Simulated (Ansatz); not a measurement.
The Ansatz (a quantum-chemistry and plane-wave program) input:
Ansatz 0.2 input:
```yaml
crystal:
  periodic: [false, false, false]
  atoms:
    - {symbol: I, position_ang: [3.97835883, -1.91616711, -0.37167404]}
    - {symbol: Si, position_ang: [0.11947029, -0.02446008, 0.39086660]}
    - {symbol: I, position_ang: [-1.35336117, -1.64299540, -0.89741311]}
    - {symbol: I, position_ang: [-1.71857380, 0.98771374, 2.10451762]}
    - {symbol: I, position_ang: [0.34831413, 1.94734091, -1.19285845]}
basis:
  gaussian:
    orbitals: def2-SV_P_.json
hamiltonian:
  xc: b3lyp
total_charge: -1
magnetization: {spin_polarized: true, initial_magnetization: 1}
scf: {lower_state_search: off}
```
The basis file holds def2-SV(P) in the JSON format of the Basis Set Exchange.

Q: What <S^2> does B3LYP/def2-SV(P) run with Ansatz give?

A: 0.753

Q: Predict the number of basis functions from B3LYP/def2-SV(P).

A: 122

Q: What total energy does B3LYP/def2-SV(P) give?

A: -1480.7895 Eh

A gas-phase anion may not be bound at this level; its values then depend on the basis.
